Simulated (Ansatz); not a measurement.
Mulliken charges of CH4F2Si (`FC(F)[SiH3]`) from B3LYP/def2-TZVPP in Ansatz (PBE0-D4/def2-TZVP geometry).

```csv
atom,x (Å),y (Å),z (Å),charge (e)
F1,0.926,-0.798,1.468,-0.216
C2,0.900,-0.007,0.355,0.244
F3,1.751,-0.561,-0.559,-0.216
Si4,-0.880,0.067,-0.361,0.250
H5,1.318,0.967,0.639,0.081
H6,-1.766,0.663,0.669,-0.051
H7,-1.305,-1.312,-0.695,-0.042
H8,-0.854,0.924,-1.572,-0.051
```

Task: By hand: the dipole of these point charges (1 e Å = 4.8032 D).

Result: Σ q r = (-0.283, 0.361, -0.073) e Å, of length 0.464 e Å = 2.23 D.

Task: How does the dipole of the full density compare? (Best estimate.)

Result: Computed: (-0.240, 0.308, -0.062) e Å, 1.90 D; the point charges give 1.17 times that, at 0° from its direction.

Point charges leave out the atoms' own dipoles, such as those of lone pairs, and Mulliken's split depends on the basis, so the two needn't agree.

B3LYP here is the variant with VWN-RPA as its local correlation; programs differ in this.
